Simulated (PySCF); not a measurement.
Harmonic spectrum computed at PBE0 in the def2-TZVP basis family (core potentials from Rb on, PySCF, no spin–orbit coupling):

| ω (cm⁻¹) | IR (km/mol, summed over degenerate members) | degeneracy |
| --- | --- | --- |
| 127 | 29.4 | 2 |
| 521 | 55.2 | 1 |
| 1272 | 22.9 | 1 |

Q: Which molecule gave it? In each, all ligands are bound to the one heavy central atom.
A. ClSnN (singlet)
B. ClSiN (singlet)
C. ClRuN (singlet)
D. ClCuN (quartet)
E. ClGeN (singlet)

A: B. It has C∞v symmetry with Si–Cl 2.009 Å, Si–N 1.558 Å.
